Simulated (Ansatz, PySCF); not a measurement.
Pair of molecules: PH3 (SMILES P) (first 4 atoms) with H4OSi (SMILES O[SiH3]); geometry from B3LYP-D3(BJ)/def2-TZVP, rigid monomers moved along the line of their centres of mass till P1···H7 is 4.44 Å.
(charge 0, multiplicity 1):
```xyz
10

P     -0.248     0.174    -0.366
H      0.820    -0.504    -0.999
H     -1.262    -0.592    -0.987
H     -0.297     1.228    -1.309
O     -0.061     0.582     5.020
Si     0.347    -0.749     5.898
H     -0.093     0.492     4.057
H     -0.603    -1.871     5.680
H      0.310    -0.343     7.318
H      1.707    -1.244     5.560
```

Monomers are frozen at their geometry in the pair; levels with a basis set take the counterpoise correction.

Correlated levels freeze the cores.

Programs: Ansatz (Gaussian orbitals); PySCF for the dispersion terms. Each number belongs to the level named beside it.

Problem. What is the computed interaction energy (PBE/def2-TZVPPD)?

Solution. -28 meV

Ansatz is a program for electronic structure.
